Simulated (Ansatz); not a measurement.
`[NH2][GaH][AlH2]` + `NC[SiH2]N` → `NC[SiH2][NH][AlH2]` + `[NH2][GaH2]`  (cleavage of the Al–Ga bond)

Calculated with Ansatz (gas phase, PBE0-D4/def2-TZVP geometries, no zero-point term in ΔE). CBS: MP2 limit from def2 TZ/QZ plus the TZ coupled-cluster correction, frozen cores. DFT in def2-TZVPP. For Ga outer-core shells are correlated without core-valence functions, which leaves a few kJ/mol of doubt a bond. Scalar relativity is left out up to krypton. Each species was taken in one conformer, which may not be the lowest.

```json
{"level": "ωB97X-V", "ΔE (kJ/mol)": "-85.5"}
{"level": "ωB97M-V", "ΔE (kJ/mol)": "-88.5"}
{"level": "PBE0", "ΔE (kJ/mol)": "-72.6"}
{"level": "MP2/def2-QZVPP", "ΔE (kJ/mol)": "-94.8"}
```

Q: What does CCSD(T)/CBS give? (Estimate.)

A: Ansatz gave: -85.2 kJ/mol. The listed levels differ from it by -0.3, -3.3, 12.6, -9.6 kJ/mol.

Largest T1 diagnostic among the species: 0.015.

From PBE to PBE0 (25 % exact exchange), in def2-TZVPP and without D4, ΔE moves by −3.4 kJ/mol.
